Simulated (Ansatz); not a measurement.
Geometry optimisation, RKS B3LYP-D4/def2-SVP in Ansatz.

Input file:

```yaml
crystal:
  periodic: [false, false, false]
  atoms:
    - { symbol: Al, position_ang: [-1.0198, 1.1464, -0.8659] }
    - { symbol: O, position_ang: [0.3152, 0.2016, 0.5763] }
    - { symbol: C, position_ang: [0.51, -1.1162, 1.0214] }
    - { symbol: Cl, position_ang: [-2.197, -0.2477, -1.7209] }
    - { symbol: Cl, position_ang: [-1.1242, 3.0653, -0.2864] }
    - { symbol: H, position_ang: [0.8983, 0.4596, -0.5246] }
    - { symbol: F, position_ang: [0.9198, 0.8724, -1.6568] }
    - { symbol: H, position_ang: [-0.1767, -1.3212, 1.8457] }
    - { symbol: H, position_ang: [1.5382, -1.2123, 1.3837] }
    - { symbol: H, position_ang: [0.336, -1.8479, 0.2275] }
basis:
  gaussian: { orbitals: def2-SVP }
hamiltonian:
  xc: b3lyp
  dispersion: d4
relax:
  f_tol: 0.15
  max_steps: 25
  restrain:
    - { distance: [0, 6], at: 3.08, k: 30.0 }
    - { distance: [5, 1], at: 2.27, k: 30.0 }
    - { distance: [0, 1], at: 1.87, k: 30.0 }
    - { distance: [5, 6], at: 0.88, k: 30.0 }
```

Run as:

```bash
$ ansatz run input.yaml --threads 2 --pin off --max-ram 3072MiB --backend cpu --events-out ev --progress --plain --runs-dir out
```

Task: Where does it end, and by what steps?

Result: The run converged. The restraints hold the end off the free minimum. After 10 steps the energy has fallen by 0.169 eV (the restraints' own energy left out); H6 moved furthest, 0.96 Å. Joined: H6–F7 (1.21 → 0.91 Å).

```csv
step,energy less start (eV),largest force component (eV/Å),accepted
0,0.0000,4.158,yes
1,0.4981,3.557,yes
2,0.4662,3.169,yes
3,0.3036,3.306,yes
4,-0.0905,1.841,yes
5,-0.1499,1.830,yes
6,-0.1685,1.701,yes
7,-0.1640,1.813,no
8,-0.1727,1.703,yes
9,-0.1685,1.738,yes
10,-0.1690,1.749,yes
```

```xyz
10
Properties=species:S:1:pos:R:3
Al -1.151 0.946 -0.407
O 0.156 0.250 0.622
C 0.339 -1.095 1.010
Cl -2.401 -0.330 -1.488
Cl -1.414 3.008 -0.350
H 1.705 0.764 -0.941
F 1.565 0.880 -1.837
H -0.218 -1.322 1.940
H 1.412 -1.277 1.211
H 0.008 -1.822 0.239
```

Time of the run: 34 s on 2 threads of Intel(R) Xeon(R) Platinum 8375C CPU @ 2.90GHz (Ice Lake), on a shared host, peak memory 0.31 GiB.
